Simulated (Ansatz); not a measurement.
Reactions of CH₉NSSi₂, SMILES `NC[SiH2]S[SiH3]`.

Computed with Ansatz on PBE0-D4/def2-TZVP structures; ΔE is electronic, products minus reactants. CBS: MP2 limit from def2 TZ/QZ plus the TZ coupled-cluster correction, frozen cores. This one scheme is used for every species. DFT in def2-TZVPP. Elements past krypton have def2 core potentials. For Ga, Sn outer-core shells are correlated without core-valence functions, which leaves a few kJ/mol of doubt a bond. Scalar relativity is left out up to krypton. Each species was taken in one conformer, which may not be the lowest.

| reaction | B2PLYP (kcal/mol) | PBE0-D4 (kcal/mol) | r2SCAN-D4 (kcal/mol) | HF/CBS(def2) (kcal/mol) |
| --- | --- | --- | --- | --- |
| `NC[SiH2]S[SiH3]` + `C#CC#CC` → `C#C[SiH2]CN` + `CC#CS[SiH3]` | 17.8 | 20.5 | 21.1 | 14.0 |
| `NC[SiH2]S[SiH3]` + `[OH][GaH][SH]` → `[SiH3][O][GaH][SH]` + `NC[SiH2]S` | -11.0 | -6.8 | -8.1 | -16.9 |
| `NC[SiH2]S[SiH3]` + `N[SiH](F)F` → `NC[SiH2]N` + `F[SiH](F)S[SiH3]` | 5.8 | 6.6 | 6.3 | 5.3 |
| `NC[SiH2]S[SiH3]` + PH₃ → `NC[SiH2]P` + `[SiH3]S` | 11.0 | 11.0 | 11.5 | 10.6 |
| `NC[SiH2]S[SiH3]` + `CBCC` → `C[SiH2]S[SiH3]` + `CCBCN` | -2.2 | -1.5 | -1.7 | -3.8 |
| `NC[SiH2]S[SiH3]` + `C#C` → `C#C[SiH2]CN` + `[SiH3]S` | 4.8 | 7.5 | 6.7 | 2.7 |
| `NC[SiH2]S[SiH3]` + `[OH][Ga]([OH])[SH]` → `[OH][Ga]([SH])[O][SiH3]` + `NC[SiH2]S` | -10.4 | -5.9 | -7.4 | -16.4 |
| `NC[SiH2]S[SiH3]` + `CBO` → `O[SiH2]S[SiH3]` + `CBCN` | 8.5 | 10.0 | 9.0 | 4.8 |
| `NC[SiH2]S[SiH3]` + `[SH][SnH3]` → `[SiH3][S][SnH3]` + `NC[SiH2]S` | -0.5 | 0.5 | 0.4 | -1.8 |
| `NC[SiH2]S[SiH3]` + `C=C[SiH2]N` → `N[SiH2]S[SiH3]` + `C=C[SiH2]CN` | 0.1 | 0.6 | 0.4 | -0.4 |

Question: Give the CCSD(T)/CBS values in the same order. (Estimate.)

Answer: Ansatz gave: 17.1, -9.5, 6.3, 11.4, -1.9, 6.6, -8.8, 8.6, -0.6, 0.3 kcal/mol.

Largest T1 diagnostic: 0.014, for `[OH][GaH][SH]`.
